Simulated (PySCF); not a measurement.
Several orderings of computed values.

Each SMILES stands for a single optimised conformer of the isolated species, non-relativistic unless stated; the electronic structure was computed with PySCF and density fitting.

Dipoles, sizes and rotational constants follow the conformer. The torsions of the flexible species, by atom-mapped SMILES:
- `[CH3:1][C+:2]([F:3])[CH:4][CH:5]=[O:6]`: C1–C2–C4–C5 -1°, C2–C4–C5–O6 -7°
- `[F:1][C@@H:2]1[CH:3]=[C:4]([C:5]([F:6])([F:7])[F:8])[S+:9][CH2:10]1`: C3–C4–C5–F6 13°
- `[CH3:1][NH:2][C:3]([F:4])[F:5]`: C1–N2–C3–F4 -57°

Task: Rank by smallest rotational constant, lowest first (GFN2-xTB).
A. `F[C@@H]1C=C(C(F)(F)F)[S+]C1` [radical]
B. `C[C+](F)[CH]C=O` [radical]
C. `N#CC1[SiH2][CH][SiH2]1` [radical]
D. `F[C@]1(C#C[SiH3])[CH][SiH2][SiH2]1` [radical]

Result: D (0.489 GHz), A (0.627 GHz), C (1.392 GHz), B (2.010 GHz).

Task: Rank by isotropic g value, lowest first (unrestricted B3LYP/pcH-1, mean-field spin–orbit at GFN2-xTB geometries).
A. `C[C+](F)[CH]C=O` [radical]
B. `[SiH3]C#C[C@@]1([SiH2][SiH2][CH]1)F` [radical]
C. `N#CC1[SiH2][CH][SiH2]1` [radical]
D. `CN[C](F)F` [radical]
E. `FC(C1=C[C@H](C[S+]1)F)(F)F` [radical]

Result: B (2.00201), C (2.00266), D (2.00321), A (2.00786), E (2.01033).
